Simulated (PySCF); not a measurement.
**H₂WN + H₂O → HWO + NH₃**

Level: PBE0 in the def2-TZVP basis family, computed in PySCF with density fitting; scalar-relativistic core potentials for atoms from Rb on, none lighter, no spin–orbit coupling; open shells unrestricted.

| species | state and structure | E (Eh) | ZPE (kJ/mol) | H(298 K) − H(0) (kJ/mol) | S° (J/(mol K)) |
| --- | --- | --- | --- | --- | --- |
| H₂WN | doublet, Cs, W–H 1.710 Å (×2), W–N 1.650 Å; H–W–H 113.6°, H–W–N 97.8° (×2) | -122.91068 | 43.2 | 10.9 | 271.1 |
| H₂O | singlet, C2v, O–H 0.960 Å (×2); H–O–H 105.1° | -76.37736 | 56.5 | 9.9 | 188.7 |
| HWO | quartet, Cs, W–H 1.756 Å, W–O 1.684 Å; H–W–O 121.1° | -142.79939 | 20.7 | 10.5 | 272.4 |
| NH₃ | singlet, C3v, N–H 1.013 Å (×3); H–N–H 107.1° (×3) | -56.51312 | 90.6 | 10.0 | 192.4 |

(1) What is the electronic reaction energy?

(2) Add zero-point, thermal and entropy terms for 298.15 K and 1 bar.

Answers

(1) At PBE0/def2-TZVP, ΔE = -64.2 kJ/mol from the differences of the total energies times 2625.5, downhill. 

(2) ΔZPE = 11.6 and Δ[H(298) − H(0)] = -0.3 kJ/mol give ΔH° = -52.9 kJ/mol. ΔS° = 5.0 J/(mol K), so ΔG° = -52.9 − 298.15 × (0.0050) = -54 kJ/mol and log₁₀K = 9.5.

Spin–orbit coupling can matter for H₂WN, HWO and is left out. Open d or f shells are single determinants, so the state found may not be the ground state. Each species is the lowest minimum found with this bonding; other isomers or fragments can lie lower.
